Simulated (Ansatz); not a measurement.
## Pulling the pair apart

The pair of SnCl₄ (SMILES Cl[Sn](Cl)(Cl)Cl, atoms 1–5) and SbH₃ (SMILES [SbH3], atoms 6–9), both closed shells, in one local arrangement (a lower one may exist), relaxed at PBE0-D4/def2-TZVP:

```tsv
atom	x (Å)	y (Å)	z (Å)
Cl1	-0.8011	-0.0117	-4.1030
Sn2	-0.1883	0.0899	-1.9005
Cl3	-1.8835	1.0812	-0.7184
Cl4	0.1740	-2.0283	-1.1249
Cl5	1.7181	1.3395	-1.7156
Sb6	-0.1100	0.4465	2.6691
H7	-0.8642	-0.9719	2.0935
H8	1.0621	-0.4668	3.5124
H9	0.8930	0.5215	1.2875
```

SbH₃ is shifted rigidly along the line between the mean atom positions of the two fragments (negative: closer). Counterpoise interaction energies in kcal/mol. Computed with Ansatz 0.2.0 (basis: def2-TZVPPD); correlated methods freeze the cores. Filled d shells of the heavier atoms are correlated. Core potentials replace the inner electrons of the atoms past krypton. The def2 sets are not built for correlating such inner shells, so the correlated values are less sure here.

```csv
shift (Å),PBE-D4,HF,r2SCAN-D4
-0.39,-1.81,5.40,-0.87
0.00,-2.76,1.76,-2.03
0.19,-2.66,0.96,-2.00
0.97,-1.48,0.03,-1.11
3.88,-0.05,0.00,-0.07
```

What does CCSD(T) give at these shifts? (An estimate is asked for; the value comes from the calculation.)

By the calculation: -0.29, -1.78, -1.83, -1.07, -0.07 kcal/mol. For zero shift, CCSD(T) at an estimated basis limit (MP2 extrapolated from triple and quadruple zeta, plus CCSD(T) − MP2 in triple zeta) gives -2.48 kcal/mol. These are counterpoise interaction energies, counted from the two frozen fragments.

The T1 diagnostic stays at or below 0.013.

For scale, one of the runs: CCSD(T)/def2-TZVPPD, 367 basis functions (an equivalent command: `ansatz run in.yaml --threads 2 --backend cuda`). Time: 35 s of wall clock on 2 CPU threads and a share of one NVIDIA H100; the host was shared. Peak host memory: 0.88 GiB.
